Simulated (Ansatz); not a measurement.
Mulliken charges of CH4AlFO2, SMILES `C[O][Al]([OH])[F]` from PBE/def2-TZVPP in Ansatz (PBE0-D4/def2-TZVP geometry).

| atom | x (Å) | y (Å) | z (Å) | charge (e) |
| --- | --- | --- | --- | --- |
| C1 | 0.177 | -1.511 | -0.541 | -0.130 |
| O2 | 0.678 | -0.204 | -0.590 | -0.307 |
| Al3 | 0.267 | 1.244 | 0.129 | 0.660 |
| O4 | -1.034 | 1.336 | 1.194 | -0.367 |
| F5 | 1.160 | 2.576 | -0.227 | -0.322 |
| H6 | 0.957 | -2.195 | -0.190 | 0.094 |
| H7 | -0.125 | -1.830 | -1.544 | 0.094 |
| H8 | -0.687 | -1.605 | 0.125 | 0.098 |
| H9 | -1.305 | 2.143 | 1.628 | 0.182 |

Q: By hand: the dipole of these point charges (1 e Å = 4.8032 D).

A: Σ q r = (-0.276, -0.385, 0.117) e Å, of length 0.488 e Å = 2.34 D.

Q: How does the dipole of the full density compare? (Best estimate.)

A: The calculation gave: (-0.245, -0.112, 0.166) e Å, 1.52 D; the point charges give 1.54 times that, at 33° from its direction.

Point charges leave out the atoms' own dipoles, such as those of lone pairs, and Mulliken's split depends on the basis, so the two needn't agree.
